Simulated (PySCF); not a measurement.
# Diatomics of S with group 8

PBE with triple-zeta basis sets in PySCF, for the lowest determinant that a PBE0 search found; no spin–orbit coupling. De refers to high-spin ground-configuration atoms. A positive dipole means M(−)S(+).

```tsv
M	basis	state (unpaired electrons)	Re (Å)	ωe (cm⁻¹)	De (eV)	μ (D)
Fe	x2c-TZVPPall	quintet (σ ↑, π ↑↑, δ ↑)	1.999	525	n/a	-4.41
Ru	def2-TZVPP	quintet (σ ↑, π ↑↑, δ ↑)	2.080	507	4.74	-3.36
Os	def2-TZVPP	quintet (π ↑↑, δ ↑↑)	2.091	523	n/a	-2.37
```

The shortest bond is that of FeS (1.999 Å), the longest that of OsS (2.091 Å).

The rows differ in basis set, which adds steps of its own.

The state changes along the series, so neighbouring rows are not always alike in their bonding.

De is left out where the level can put another filling of the metal’s s and d shells below the measured ground configuration, by anything from nothing to about 1 eV. The metal atom is held in its measured ground configuration; semilocal functionals can put another filling of s and d lower by some tenths of an eV, and De to that atom would be smaller. These are scalar-relativistic numbers at best; spin–orbit coupling would shift them, the dissociation energy most. The state is the lowest single determinant that the PBE0 search found; with open d or f shells the true ground state can be another one.
